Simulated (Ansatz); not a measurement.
`[BH2][Zn][NH2]` + `[SiH3]S` → `[BH2][Zn][S][SiH3]` + NH₃ at 400 K and 1 bar (ligand exchange at a Zn–N bond).

Computed with Ansatz on PBE0-D4/def2-TZVP structures; ΔE is electronic, products minus reactants. CCSD(T)/CBS adds triple-zeta CCSD(T) − MP2 to the extrapolated MP2 energy (def2 sets, frozen cores). This one scheme is used for every species. For Zn outer-core shells are correlated without core-valence functions, which leaves a few kJ/mol of doubt a bond. Scalar relativity is left out up to krypton. One conformer a species, not always the lowest.

```csv
species,CCSD(T)/CBS energy (Eh),H − E (kJ/mol),S (J/(mol·K))
`[BH2][Zn][NH2]`,-1860.24610,141.9,339.8
`[SiH3]S`,-689.27336,109.8,293.0
`[BH2][Zn][S][SiH3]`,-2493.04733,157.8,417.6
NH₃,-56.50880,104.2,203.1
```

H − E and S are ideal-gas, rigid-rotor, harmonic terms from PBE0-D4/def2-TZVP, for one conformer and one mirror image of each species. 1 Eh = 2625.50 kJ/mol, R = 8.31446 J/(mol·K).

**Question.** By hand: ΔE, ΔH, ΔS and ΔG.

**Answer.** ΔE = (-2493.04733) + (-56.50880) − (-1860.24610) − (-689.27336) = -0.03667 Eh = -96.3 kJ/mol. Δ(H − E) = 157.8 + 104.2 − 141.9 − 109.8 = 10.3, so ΔH = -86.0 kJ/mol. ΔS = 417.6 + 203.1 − 339.8 − 293.0 = -12.1 J/(mol·K). ΔG = -86.0 − 400 × (-12.1)/1000 = -81.2 kJ/mol.

**Question.** By hand: the equilibrium constant, and the temperature at which ΔG would vanish if ΔH and ΔS stayed fixed.

**Answer.** log₁₀ K = −ΔG/(RT ln 10) = 10.6. ΔG = 0 at ΔH/ΔS = 7107 K, far beyond where these terms or the molecules hold.

The number of gas molecules stays the same, so ΔS is small and ΔH decides. A doubt of 5 kJ/mol in ΔE shifts log₁₀ K by 0.7 here. Other conformers and mirror images would add mixing entropy, several J/(mol·K) or more a flexible species. These are equilibria of isolated gas molecules and say nothing of rates. Largest T1 diagnostic: 0.016 (customary marks: 0.02 for closed shells, 0.045 for open ones).
